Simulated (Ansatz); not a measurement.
Computed with Ansatz on PBE0-D4/def2-TZVP structures; ΔE is electronic, products minus reactants. CBS: MP2 limit from def2 TZ/QZ plus the TZ coupled-cluster correction, frozen cores. This one scheme is used for every species. Functionals use def2-TZVPP. B3LYP here is the variant with VWN-RPA as its local correlation; programs differ in this. Each species was taken in one conformer, which may not be the lowest.

`CB(C)BN` + `O[SiH3]` → `CB(C)O[SiH3]` + `BN`  (cleavage of the B–B bond)

```csv
level,ΔE (kcal/mol)
PBE-D4,-38.0
r2SCAN-D4,-40.5
B3LYP-D4,-41.5
PBE,-37.5
B3LYP,-40.7
HF/def2-TZVPP,-44.0
MP2/def2-QZVPP,-41.6
CCSD/CBS(def2),-40.7
```

(1) What does CCSD(T)/CBS give? (An estimate is asked.)

Largest T1 diagnostic among the species: 0.012.

Results:

(1) Computed: -40.7 kcal/mol. The listed levels differ from it by 2.7, 0.2, -0.8, 3.2, 0.0, -3.3, -0.9, 0.0 kcal/mol.

From PBE to PBE0 (25 % exact exchange), in def2-TZVPP and without D4, ΔE moves by −1.1 kcal/mol. In def2-TZVPP, CCSD(T) changes the Hartree–Fock value by +2.6 kcal/mol (the triples alone add +0.1 kcal/mol) and MP2 by +2.0 kcal/mol.
